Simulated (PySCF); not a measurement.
# How a change of structure moves an absorption spectrum

Level of theory: TDDFT PBE0/def2-SVPD, vertical, gas phase, core orbitals frozen in the response (PySCF). Geometries: GFN2-xTB; one conformer of each isolated species. Triplets are in the Tamm–Dancoff approximation. 'Strongest' means the level of largest summed f among the lowest 8 singlets; it needn't be the same kind of state in each.

Parent: `C=NC[SiH2][SiH2]O`, with lowest singlet excitation energy 5.03 eV, HOMO energy -7.65 eV, lowest triplet energy 4.25 eV, oscillator strength of the strongest level 0.18. Its spectrum: 246 nm (f 0.004); 206 nm (f 0.036); 203 nm (f 0.005); 196 nm (f 0.002); 192 nm (f 0.001).

(1) How do these changes move the values? H on Si replaced by CN (`C=NC[SiH2][Si@H](O)C#N`); H on Si replaced by CHO (`C=NC[SiH2][Si@@H](O)C=O`); H on Si replaced by OH (`C=NC[SiH2][SiH](O)O`).

Results:

(1) 

```tsv
change	SMILES	Δ S1 (eV)	Δ HOMO (eV)	Δ T1 (eV)	Δ f (strongest)
H on Si replaced by CN	C=NC[SiH2][Si@H](O)C#N	+0.04	-0.48	+0.04	0.00
H on Si replaced by CHO	C=NC[SiH2][Si@@H](O)C=O	-1.79	+0.69	-1.73	-0.12
H on Si replaced by OH	C=NC[SiH2][SiH](O)O	0.00	+0.14	-0.02	+0.01
```

S1 falls most with H on Si replaced by CHO (-1.79 eV), and it rises most with H on Si replaced by CN (+0.04 eV). S1 is simply the lowest singlet of each species and needn't be the same kind of state throughout.

Lowest levels of each derivative:
- `C=NC[SiH2][Si@H](O)C#N`: 5.08 eV (f 0.003); 5.85 eV (f 0.017); 6.24 eV (f 0.027)
- `C=NC[SiH2][Si@@H](O)C=O`: 3.24 eV (f 0.004); 4.97 eV (f 0.007); 5.17 eV (f 0.010)
- `C=NC[SiH2][SiH](O)O`: 5.04 eV (f 0.004); 5.81 eV (f 0.015); 6.22 eV (f 0.011)
